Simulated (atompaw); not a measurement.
Which change was made? (Mn, PAW (atompaw))

* Element: manganese
* Generator: atompaw 4.2.0.5
* Type: PAW
* Functional: PBE
* Relativity: scalar-relativistic
* Frozen core: [Ar]
* Valence charge: 7
* Reference configuration: 3d5 4s2 4p0
* Partial waves: 4s (bound); 4s channel at 0.05 Ry; 4p (bound, empty); 4p channel at 4.45 Ry; 3d (bound); 3d channel at 1.6 Ry
* Local potential: bessel scheme, radius 2.35 bohr
* Core correction: smooth core density matched at 1.70 bohr
* Augmentation charge: sinc compensation charge, radius 2.35 bohr; PAW radius 3.00 bohr; waves and projectors: bloechl

Cutoffs, loose and tight: the cutoffs (Ry, on a coarse ladder) from which the occupation-weighted sum of valence levels, in a spherical-Bessel basis at the reference potential, stays within 10 and 1 mRy of its value at 400 Ry. They see the waves, projectors and local potential, not the compensation charge or the core.

The base gives: outcome: generated; cutoff, loose: 18 Ry; cutoff, tight: 25 Ry; bound ghosts: none.

(1) After one change the result is: outcome: generated; cutoff, loose: 21 Ry; cutoff, tight: 30 Ry; bound ghosts: s. Which change was it?
A. local potential bessel scheme, radius 1.24 bohr
B. local potential bessel scheme, radius 1.60 bohr
C. local potential bessel scheme, radius 1.82 bohr

Answers

(1) B. The others give: local potential bessel scheme, radius 1.82 bohr → outcome: generated; cutoff, loose: 21 Ry; cutoff, tight: 30 Ry; bound ghosts: none | local potential bessel scheme, radius 1.24 bohr → outcome: generated; cutoff, loose: 35 Ry; cutoff, tight: 40 Ry; bound ghosts: s.
